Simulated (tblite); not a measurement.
Species: C8H9OP.
Numbering: `[O:1]=[P@@H:2]1[CH2:3][C@@H:4]1[c:5]1[cH:6][cH:7][cH:8][cH:9][cH:10]1` (hydrogens: H11 on P2; H12, H13 on C3; H14 on C4; H15 on C6; H16 on C7; H17 on C8; H18 on C9; H19 on C10)

Computed with GFN2-xTB (tblite), gas phase: L-BFGS steps from a force-field or distance-geometry start until the largest atomic force falls under 0.01 eV/Å.

Step 18: E = -769.6730 eV
```
atom  x, y, z in Å  |  force x, y, z in eV/Å
O1      2.1833    2.3660   -0.5382    0.016  -0.049   0.022
P2      2.5357    1.0298   -0.0509    0.022   0.050  -0.028
C3      2.2102   -0.5214   -0.9014    0.018   0.005   0.022
C4      1.4094   -0.3079    0.4372   -0.027  -0.030  -0.038
C5     -0.0550   -0.1625    0.3308   -0.030  -0.008  -0.012
C6     -0.6184    0.6730   -0.6283   -0.007   0.009  -0.027
C7     -1.9910    0.7561   -0.7709    0.007  -0.008   0.018
C8     -2.8213    0.0038    0.0434   -0.012   0.008  -0.025
C9     -2.2711   -0.8205    1.0092    0.001   0.003   0.020
C10    -0.8985   -0.8974    1.1574    0.016  -0.024  -0.001
H11     3.7171    0.8978    0.6544   -0.028   0.031   0.002
H12     1.6013   -0.4862   -1.7976    0.070   0.006   0.037
H13     2.9255   -1.3308   -0.8930   -0.042  -0.001  -0.018
H14     1.7294   -0.9570    1.2442   -0.001  -0.006   0.001
H15     0.0259    1.2629   -1.2608    0.001   0.017  -0.035
H16    -2.4132    1.4047   -1.5250    0.008  -0.003   0.026
H17    -3.8927    0.0579   -0.0763   -0.016   0.005   0.005
H18    -2.9102   -1.4138    1.6464   -0.014   0.017   0.011
H19    -0.4763   -1.5452    1.9120    0.020  -0.020   0.020
```

Step 19: E = -769.6735 eV
```
atom  x, y, z in Å  |  force x, y, z in eV/Å
O1      2.1841    2.3668   -0.5398    0.015  -0.052   0.016
P2      2.5359    1.0305   -0.0525    0.014   0.033   0.009
C3      2.2114   -0.5214   -0.9008    0.018   0.004   0.008
C4      1.4090   -0.3090    0.4358   -0.010  -0.009  -0.022
C5     -0.0555   -0.1636    0.3298   -0.015  -0.008  -0.021
C6     -0.6192    0.6728   -0.6292    0.018  -0.013  -0.005
C7     -1.9918    0.7550   -0.7705    0.010   0.011   0.001
C8     -2.8228    0.0024    0.0428    0.009   0.013  -0.009
C9     -2.2708   -0.8205    1.0092   -0.024   0.012   0.008
C10    -0.8985   -0.8982    1.1571    0.019  -0.023   0.003
H11     3.7146    0.8983    0.6575   -0.027   0.034  -0.003
H12     1.6047   -0.4849   -1.7975    0.050   0.005   0.012
H13     2.9251   -1.3316   -0.8926   -0.025  -0.010  -0.016
H14     1.7321   -0.9579    1.2425   -0.020   0.009  -0.007
H15     0.0261    1.2632   -1.2613   -0.018   0.006  -0.024
H16    -2.4126    1.4059   -1.5229   -0.005  -0.002   0.016
H17    -3.8944    0.0588   -0.0763   -0.006  -0.003   0.009
H18    -2.9094   -1.4115    1.6481   -0.027   0.002   0.021
H19    -0.4777   -1.5458    1.9132    0.022  -0.008   0.006
```

Q: Estimate the geometry and energy of step 20. (The exact step hangs on the optimiser's Hessian estimate; all steps are aligned on step 19, rigid shifts and turns removed.)

A: E = -769.6738 eV, largest force 0.036 eV/Å
```
atom  x, y, z in Å  |  force x, y, z in eV/Å
O1      2.1850    2.3669   -0.5407    0.007  -0.031   0.003
P2      2.5361    1.0310   -0.0534    0.000   0.002   0.036
C3      2.2126   -0.5213   -0.9003    0.017   0.001  -0.002
C4      1.4086   -0.3098    0.4345    0.001   0.009  -0.007
C5     -0.0561   -0.1643    0.3290    0.005  -0.026  -0.008
C6     -0.6192    0.6725   -0.6297    0.005  -0.010  -0.010
C7     -1.9921    0.7545   -0.7702    0.021   0.009   0.003
C8     -2.8234    0.0017    0.0425    0.008   0.025  -0.007
C9     -2.2712   -0.8202    1.0094   -0.007  -0.002   0.018
C10    -0.8984   -0.8991    1.1572   -0.004  -0.007  -0.010
H11     3.7122    0.8991    0.6593   -0.011   0.034   0.004
H12     1.6079   -0.4841   -1.7972    0.029   0.008  -0.014
H13     2.9246   -1.3322   -0.8931   -0.007  -0.021  -0.010
H14     1.7330   -0.9583    1.2415   -0.027   0.016  -0.012
H15     0.0259    1.2635   -1.2621   -0.025  -0.002  -0.015
H16    -2.4123    1.4064   -1.5213   -0.015   0.006   0.001
H17    -3.8954    0.0592   -0.0762    0.008  -0.007   0.010
H18    -2.9097   -1.4100    1.6492   -0.028  -0.001   0.021
H19    -0.4780   -1.5463    1.9141    0.021  -0.003  -0.003
```

The energy changes by -0.0003 eV. The first-order estimate −F·Δx gives -0.0005 eV and the mean of the old and new forces, exact on a quadratic surface, -0.0003 eV. The step makes an angle of 58° with the force vector and moves no atom by more than 0.003 Å.

The cost below is that of the whole relaxation. Hardware: Arm Neoverse V1, one thread, no GPU, shared host with 32 logical CPUs at a one-minute load of 23. Cost: 0.76 s of wall time.
